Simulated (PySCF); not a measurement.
NMR data simulated for an unnamed compound:

1H NMR (500 MHz, computed): δ 10.46 (m, 1H), 5.84 (m, 1H), 4.49 (m, 2H), 0.51 (t, 3H).

13C{1H} NMR (computed): δ 195.9 (C), 190.1 (CH), 131.4 (CH), -7.6 (CH3).

Computed data (PySCF 2.14.0 with density-fitted response routines): structure optimised with GFN2-xTB, GIAO PBE0/pcSseg-1 shieldings. Non-relativistic Hamiltonian, fast rotation and ring inversion assumed for equivalent nuclei, no solvent, a single conformation.

Chemical shifts δ = σref − σ; TMS for 1H (31.72 ppm), 13C (186.93 ppm), all at this level.

Problem. Which of these does the molecule contain: a heteroaromatic ring, a non-aromatic C=C double bond, a Si–H bond, an aldehyde, a C≡C triple bond, an NH or NH2 group?

Solution. 
- A heteroaromatic ring: no.
- A non-aromatic C=C double bond: yes.
- A Si–H bond: yes (δH 4.49 (m)).
- An aldehyde: yes (δC 190.1; δH 10.46 (m)).
- A C≡C triple bond: no.
- An NH or NH2 group: no.

The data belong to `C[SiH2]/C(F)=C/C=O`, C₄H₇FOSi; they needn't prove each group on their own.

Carbon signals by region: 2 in the far downfield region (above 160 ppm), 1 in the sp2 and nitrile region (100–160 ppm), 1 below 50 ppm. Above 160 ppm: 195.9, β carbon of a C=C–C=O unit, 190.1, aldehyde carbonyl carbon.

Splittings by 19F in the carbon and heteronuclear signals aren't shown, as no couplings were computed. Shifts are as computed. Against solution values, carbons near 30 ppm lie about +3 ppm off and those near 130 ppm about +5 ppm. Of 1309 compounds with measured shifts, 239 miss one by over three times the rms of a fit or turn the order of signals round; such compounds aren't used in these exercises. Multiplicities follow the n + 1 count of equivalent neighbours, as no J values were calculated; m marks all less simple cases, F and P coupling included.
